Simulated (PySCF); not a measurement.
SbF₅, SMILES [F][Sb]([F])([F])([F])[F].

The structure is a stationary point at B3LYP-D3(BJ)/def2-SVP. The isomer is the one that the SMILES or the coordinates give; other isomers of the formula were not compared. The def2 effective core potentials stand for the cores of Sb; spin–orbit coupling is left out.

Calculation: PBE/def2-TZVP (PySCF).

Gas-phase values at a fixed geometry.

Question: Estimate the frontier levels, gap, dipole moment and polarisability. (The exact figures need the calculation; the answer reports its results.)

Answer: 
```json
{
  "highest_occupied_level": "-10.20 eV",
  "lowest_empty_level": "-5.59 eV",
  "orbital_gap": "4.61 eV",
  "dipole_moment": "0.00 D",
  "quadrupole, principal values (traceless, Buckingham form, about the centre of nuclear charge)": "-3.43, 1.72, 1.72 D·Å",
  "mean_static_polarisability": "37.4 bohr³ (5.55 Å³)",
  "polarisability_principal_values": "36.2, 36.2, 39.9 bohr³"
}
```
